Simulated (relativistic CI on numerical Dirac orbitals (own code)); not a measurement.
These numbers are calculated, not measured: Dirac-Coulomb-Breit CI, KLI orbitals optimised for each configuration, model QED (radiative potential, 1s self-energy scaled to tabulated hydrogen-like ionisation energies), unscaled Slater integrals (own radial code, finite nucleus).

The strongest absorption lines from the ground level of an ion, among the configurations computed and to levels below about 323 eV (vacuum wavelength in nm, gf): 7.4979 (1), 7.5837 (2.3), 7.7372 (0.85), 7.8675 (0.4), 9.4806 (0.1), 9.5339 (0.094), 9.8401 (0.068), 12.753 (0.066).

(1) Which ion is it?
A. Sr21+
B. Mo27+
C. Mo25+
D. Zr23+

Answers

(1) C. Mo25+ has 17 electrons and the ground level 3s2 3p5 2P°_3/2; the strongest line goes to 3s2 3p4 3d 2D_5/2. The pattern of lines fixes the number of electrons, and along that sequence the line energies rise steadily with the charge (about as its square where n changes within one kind of shell, about linearly where n is kept but much faster in heavy ions where fine structure, which grows about as Z⁴, sets the gap, and irregularly where shells cross), which fixes Z. Configurations outside the model, such as inner-shell arrays, can give stronger lines. At this charge energies of transitions that change n are usually good to better than 1 %, and those within a shell (Δn = 0) to a few per cent.

LS names give the leading component of a level, which can be under half, so a name can repeat, a term be missing and a line seem to break the LS rules.
